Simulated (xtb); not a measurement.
Cl6OSi2, triplet, at the geometry of the source list (a higher spin typed on purpose: for a closed-shell molecule this is an excited state). Base run: GFN2-xTB in xtb.

Here is a job for xtb.
```
$ xtb mol.xyz --gfn 2 --uhf 2 --json

# file mol.xyz
9

Cl     2.23640000     0.15700000    -1.77530000
Si     1.55660000     0.37630000     0.08960000
Cl     2.60640000    -0.68730000     1.41080000
Cl     1.41240000     2.30080000     0.60510000
O      0.06070000    -0.26030000     0.12470000
Si    -1.54590000    -0.42240000    -0.06750000
Cl    -2.02330000     0.31910000    -1.85990000
Cl    -2.41290000     0.59980000     1.41280000
Cl    -1.89040000    -2.38310000     0.05970000
```

Each row names what was changed in the base input (with any setting that the change needs).

```csv
change,ΔE vs base (kJ/mol),dipole (D),G_solv (kcal/mol),SCF cycles
base,0.00,0.03,-,28
acc = 0.1,0.00,0.03,-,33
file = coord,0.00,0.03,-,28
alpb = methanol,-22.80,0.04,-5.46,24
gbsa = thf,-26.4,0.02,-6.31,22
etemp = 3000,-94.4,0.02,-,20
acc = 30,0.00,0.04,-,21
```

ALPB and GBSA are two models with their own fitted parameters for each solvent, which aren't always the measured dielectric constant.
